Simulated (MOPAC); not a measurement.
Job for MOPAC: PM7 on H3NSeTe (SMILES N[Te][SeH]), a point of a torsion scan.

```
PM7 1SCF PRECISE CHARGE=0 THREADS=1
H3NSeTe

N     -1.18129786 1     0.20540824 1    -0.09743632 1
Te     0.06671769 1    -0.94075808 1     1.04456771 1
Se     2.05028310 1    -0.52141842 1    -0.38630275 1
H     -1.92836230 1    -0.33648896 1    -0.50829659 1
H     -1.60322054 1     0.95173742 1     0.43695506 1
H      2.57713979 1     0.66465337 1     0.25954530 1
```

Output:

```
*******************************************************************************
 **                                                                           **
 **                              MOPAC v23.2.5                                **
 **                                                                           **
 *******************************************************************************
 ** MOPAC's Digital Object Identifier: https://doi.org/10.5281/zenodo.6511958 **
 **                                                                           **
 ** Please cite the open-source release paper for use of this MOPAC version:  **
 ** J. E. Moussa and J. J. P. Stewart (2026)                                  **
 ** MOPAC: An open-source semiempirical molecular orbital program             **
 ** J. Open Source Softw., 11(119), 8025, https://doi.org/10.21105/joss.08025 **
 *******************************************************************************

                              PM7 CALCULATION RESULTS

 *******************************************************************************
 *  PM7        - The PM7 Hamiltonian to be used
 *
 *
 *
 *                 CHARGE ON SYSTEM = 0
 *
 *
 *
 *  PRECISE    - TIGHTER CRITERIA TO BE USED
 *  1SCF       - DO 1 SCF AND THEN STOP
 *  THREADS=1  - MULTI-THREADING NOT USED
 *  T=         - A TIME OF 172800.0 SECONDS REQUESTED
 *  DUMP=N     - RESTART FILE WRITTEN EVERY 7200.0 SECONDS REQUESTED
 *******************************************************************************
PM7 1SCF PRECISE CHARGE=0 THREADS=1
 H3NSeTe

   ATOM   CHEMICAL          X               Y               Z
  NUMBER   SYMBOL      (ANGSTROMS)     (ANGSTROMS)     (ANGSTROMS)

     1       N         -1.18129786  *   0.20540824  *  -0.09743632  *
     2      Te          0.06671769  *  -0.94075808  *   1.04456771  *
     3      Se          2.05028310  *  -0.52141842  *  -0.38630275  *
     4       H         -1.92836230  *  -0.33648896  *  -0.50829659  *
     5       H         -1.60322054  *   0.95173742  *   0.43695506  *
     6       H          2.57713979  *   0.66465337  *   0.25954530  *



          CARTESIAN COORDINATES

    NO.       ATOM           X           Y           Z

     1         N         -1.1813      0.2054     -0.0974
     2        Te          0.0667     -0.9408      1.0446
     3        Se          2.0503     -0.5214     -0.3863
     4         H         -1.9284     -0.3365     -0.5083
     5         H         -1.6032      0.9517      0.4370
     6         H          2.5771      0.6647      0.2595

 General Reference for PM7:
 "Optimization of Parameters for Semiempirical Methods VI: More Modifications to the
 NDDO Approximations and Re-optimization of Parameters", J. J. P. Stewart, J. Mol. Mod., 1:32, 19 (2013)
 https://link.springer.com/article/10.1007/s00894-012-1667-x

           Empirical Formula: H3 N Te Se  =     6 atoms



      MOLECULAR POINT GROUP   :   C1


      RHF CALCULATION, NO. OF DOUBLY OCCUPIED LEVELS = 10


 -------------------------------------------------------------------------------
 PM7 1SCF PRECISE CHARGE=0 THREADS=1
 H3NSeTe



     1SCF WAS SPECIFIED, SO BFGS WAS NOT USED
     SCF FIELD WAS ACHIEVED


                              PM7 CALCULATION
                                                       MOPAC v23.2.5 Linux




          FINAL HEAT OF FORMATION =         93.09307 KCAL/MOL =     389.50142 KJ/MOL


          COSMO AREA              =        118.68 SQUARE ANGSTROMS
          COSMO VOLUME            =        108.64 CUBIC ANGSTROMS

          IONIZATION POTENTIAL    =          7.842305 EV
          HOMO LUMO ENERGIES (EV) =         -7.842  0.253
          NO. OF FILLED LEVELS    =         10
          MOLECULAR WEIGHT        =        223.5904         POINT GROUP:  C1

          MOLECULAR DIMENSIONS (Angstroms)

            Atom       Atom       Distance
            H     6    H     4     4.67883
            H     5   Se     3     2.60468
            H     6   Te     2     1.58456


          SCF CALCULATIONS        =          1





   ATOM   CHEMICAL          X               Y               Z
  NUMBER   SYMBOL      (ANGSTROMS)     (ANGSTROMS)     (ANGSTROMS)

     1       N         -1.18129786  *   0.20540824  *  -0.09743632  *
     2      Te          0.06671769  *  -0.94075808  *   1.04456771  *
     3      Se          2.05028310  *  -0.52141842  *  -0.38630275  *
     4       H         -1.92836230  *  -0.33648896  *  -0.50829659  *
     5       H         -1.60322054  *   0.95173742  *   0.43695506  *
     6       H          2.57713979  *   0.66465337  *   0.25954530  *

                             CARTESIAN COORDINATES

   1    N       -1.181297860     0.205408240    -0.097436320
   2   Te        0.066717690    -0.940758080     1.044567710
   3   Se        2.050283100    -0.521418420    -0.386302750
   4    H       -1.928362300    -0.336488960    -0.508296590
   5    H       -1.603220540     0.951737420     0.436955060
   6    H        2.577139790     0.664653370     0.259545300


           Empirical Formula: H3 N Te Se  =     6 atoms



      MOLECULAR POINT GROUP   :   C1


                  EIGENVALUES
 -47.29199 -32.33863 -23.14159 -16.30887 -13.69225 -12.30951 -11.06627  -8.98826
  -8.52070  -7.84231   0.25307   1.23946   1.64716   5.85903   6.65495


              NET ATOMIC CHARGES AND DIPOLE CONTRIBUTIONS

  ATOM NO.   TYPE          CHARGE      No. of ELECS.   s-Pop       p-Pop
    1          N          -0.750447        5.7504     1.70756     4.04288
    2         Te           0.131469        5.8685     1.89894     3.96959
    3         Se           0.061359        5.9386     1.95249     3.98615
    4          H           0.263750        0.7362     0.73625
    5          H           0.260426        0.7396     0.73957
    6          H           0.033442        0.9666     0.96656
 DIPOLE           X         Y         Z       TOTAL
 POINT-CHG.     0.870    -0.617     0.841     1.359
 HYBRID        -0.636     1.175     0.151     1.344
 SUM            0.234     0.558     0.992     1.162


          ATOMIC ORBITAL ELECTRON POPULATIONS

     Atom    s        px        py        pz
    1  N   1.70756   1.38554   1.25002   1.40732
    2 Te   1.89894   0.90810   1.61710   1.44438
    3 Se   1.95249   1.24048   1.36726   1.37842
    4  H   0.73625
    5  H   0.73957
    6  H   0.96656

 **********************
 *                    *
 * JOB ENDED NORMALLY *
 *                    *
 **********************




 == MOPAC DONE ==
```

The run finished.

Cost: about 0.020 core-seconds (a rough figure).
